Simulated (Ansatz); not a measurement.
Cl3HSSi, SMILES `S[Si](Cl)(Cl)Cl`. The species carries charge 0 and has multiplicity 1.

| atom | x (Å) | y (Å) | z (Å) |
| --- | --- | --- | --- |
| S1 | 0.049 | 0.539 | 1.669 |
| Si2 | -0.257 | -0.139 | -0.300 |
| Cl3 | -2.242 | -0.523 | -0.460 |
| Cl4 | 0.280 | 1.250 | -1.684 |
| Cl5 | 0.798 | -1.828 | -0.706 |
| H6 | 1.371 | 0.701 | 1.482 |

(1) List the harmonic frequencies (cm⁻¹, unscaled) at PBE0-D4/def2-TZVP in Ansatz. (An estimate is asked.)

(2) Is this a minimum?

(3) Give the ideal-gas thermochemistry at 298.15 K and 1 bar (rigid rotor, harmonic oscillator; point group Cs, symmetry number 1).

(4) And at 400, 500, 600, 800 and 1000 K?

Results:

(1) Computed: 115, 139, 201, 205, 215, 215, 408, 601, 601, 603, 772, 2700.

(2) Yes, all 12 modes are real.

(3) Zero-point energy 40.5 kJ/mol; H(298) − E = 62.1 kJ/mol; entropy 365.6 J/(mol·K), of which translation 172.7, rotation 123.0, vibration 69.9; G(298) − E = -47.0 kJ/mol.

(4) 
| T (K) | H − E (kJ/mol) | S (J/mol/K) | G − E (kJ/mol) |
| --- | --- | --- | --- |
| 400 | 72.9 | 396.8 | -85.8 |
| 500 | 84.1 | 421.9 | -126.8 |
| 600 | 95.8 | 443.1 | -170.1 |
| 800 | 119.8 | 477.6 | -262.3 |
| 1000 | 144.5 | 505.1 | -360.7 |
